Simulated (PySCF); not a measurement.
VF5, SMILES [F][V]([F])([F])([F])[F], multiplicity 1.

Coordinates come from a ωB97X-D3(BJ)/def2-SVP optimisation. The spin state was assumed, not searched. The isomer is the one that the SMILES or the coordinates give; other isomers of the formula were not compared.

The numbers are results of TDDFT-PBE/def2-SVPD (PySCF), not measurements.

Vertical excitations; the highest root listed may be one member of a degenerate set. Isolated molecule, no solvent. State labels are in the subgroup C2v.

```tsv
state	symmetry	energy (eV)	λ (nm)	f	main pairs
S1	B1	3.92	316	0.000	HOMO→LUMO 50 %, HOMO−1→LUMO+1 50 %
S2	B1	4.11	302	0.002	HOMO−1→LUMO+1, HOMO→LUMO (degenerate set)
S3	A1	4.11	302	0.002	HOMO→LUMO+1, HOMO−1→LUMO (degenerate set)
S4	A2	4.38	283	0.000	HOMO−4→LUMO 50 %, HOMO−3→LUMO+1 50 %
S5	A2	4.52	275	0.000	HOMO−3→LUMO+1, HOMO−4→LUMO (degenerate set)
S6	B2	4.52	275	0.000	HOMO−3→LUMO, HOMO−4→LUMO+1 (degenerate set)
S7	B1	4.52	274	0.007	HOMO−2→LUMO (degenerate set)
S8	A1	4.52	274	0.007	HOMO−2→LUMO+1 (degenerate set)
S9	A1	4.95	251	0.000	HOMO−1→LUMO 44 %, HOMO→LUMO+1 44 %
S10	B2	5.08	244	0.000	HOMO−5→LUMO 95 %
T1	A1	3.60	344	0	HOMO→LUMO+1 50 %, HOMO−1→LUMO 50 %
T2	A1	3.73	332	0	HOMO−1→LUMO, HOMO→LUMO+1 (degenerate set)
T3	B1	3.73	332	0	HOMO→LUMO, HOMO−1→LUMO+1 (degenerate set)
T4	B1	3.92	316	0	HOMO−1→LUMO+1 50 %, HOMO→LUMO 50 %
```
Triplets are in the Tamm–Dancoff approximation, which puts them higher than full response would, so one can lie above its singlet here.
